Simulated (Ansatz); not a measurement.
Species: H₂FIn, SMILES `[F][InH2]` (charge 0, multiplicity 1).

**Question.** Give a relaxed geometry from Ansatz (a quantum-chemistry and plane-wave program) with r2SCAN-D4/def2-TZVP.

**Answer.** the end point of this relaxation (outside a Z-matrix the atoms follow the SMILES, hydrogens last).
Z-matrix (Å, degrees):
```
In
F 1 1.9642
H 1 1.6988 2 109.75
H 1 1.6988 3 140.50 2 -180.00
```
